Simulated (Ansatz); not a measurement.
**Two structures, one formula**

The two ends of one reaction step of Si4NH13, closed shell (PBE0-D4/def2-TZVP).

A:

```
atom    x (Å)    y (Å)    z (Å)
 Si1  -0.0101   1.7319  -0.0278
 Si2   0.5739  -2.9375   0.3613
 Si3  -0.2037   0.9053  -2.2089
 Si4  -1.5590   0.7055   1.3957
  H5  -0.3774   3.1858  -0.0818
  H6   1.2611  -1.6231   0.3187
  N7   1.5824   1.3972   0.5527
  H8   1.4945  -4.0001  -0.1212
  H9  -0.6308  -2.9044  -0.5058
 H10   0.1670  -3.2430   1.7569
 H11  -1.5032   1.3368  -2.7928
 H12   0.8936   1.4367  -3.0670
 H13  -0.1371  -0.5799  -2.2370
 H14  -1.2981   1.0835   2.8139
 H15  -2.9355   1.1456   1.0393
 H16  -1.4972  -0.7776   1.2964
 H17   2.3817   1.6130  -0.0216
 H18   1.7981   1.5245   1.5286
```

B:

Si1  (-0.538, 0.357, 0.336)
Si2  (0.588, -1.632, 0.829)
Si3  (-0.459, 0.783, -1.959)
Si4  (-2.790, 0.165, 0.940)
H5  (0.046, 1.515, 1.072)
H6  (3.550, -0.215, 0.169)
N7  (2.757, 0.410, 0.090)
H8  (1.348, -2.149, -0.338)
H9  (-0.429, -2.671, 1.174)
H10  (1.480, -1.487, 2.008)
H11  (-1.291, 1.964, -2.321)
H12  (0.930, 1.045, -2.429)
H13  (-0.979, -0.398, -2.701)
H14  (-2.929, -0.154, 2.388)
H15  (-3.538, 1.423, 0.665)
H16  (-3.423, -0.933, 0.159)
H17  (2.782, 0.815, -0.837)
H18  (2.896, 1.162, 0.754)
(Å)

Ansatz 0.2.0; basis: def2-TZVPP; cores frozen in the correlated methods. B3LYP uses VWN-RPA correlation.

Question: Which structure is lower at CCSD(T), and by how much? (Judge from chemistry; the value comes from the calculation.)

Answer: By the calculation: A, by 1.89 kcal/mol (electronic energy, against the other). By their contacts, A is a complex of Si₃NH₉ ([NH2][SiH]([SiH3])[SiH3]) + SiH₄ and B is a complex of Si₄H₁₀ ([SiH3][SiH]([SiH3])[SiH3]) + NH₃.

Question: Do the other methods give the same order? (A judgement: the text doesn't fix the answer.)

Answer: The calculation gives: Not all: SPW92, PBE-D4, PBE0-D4 give the other order.

```
      method  E(B) − E(A) (kcal/mol)
       SPW92                   -1.63
      PBE-D4                   -1.94
     BLYP-D4                    1.94
   r2SCAN-D4                    0.37
      B97M-V                    0.07
     PBE0-D4                   -0.93
    B3LYP-D4                    2.58
  r2SCAN0-D4                    0.86
    BHLYP-D4                    3.64
CAM-B3LYP-D4                    4.39
     wB97X-V                    2.40
     wB97M-V                    2.54
      B2PLYP                    3.61
    PBE-QIDH                    0.88
  RPA on PBE                    2.71
          HF                    8.30
         MP2                    2.48
        CCSD                    2.92
     CCSD(T)                    1.89
```

The T1 diagnostic stays at or below 0.013.

Labels in which every atom is bracketed show which atoms are joined, not bond orders.

For scale, one of the runs: CCSD(T)/def2-TZVPP, 381 basis functions, launched by `ansatz run in.yaml --threads 2 --pin off --events-out ev --progress --plain --max-ram 32768MiB --backend cuda --devices 0, --max-vram 18GiB`. Time: 28 s of wall clock on 2 CPU threads of an AMD EPYC 7R13 and a share of one NVIDIA H100; the host was shared. Peak host memory: 0.95 GiB.
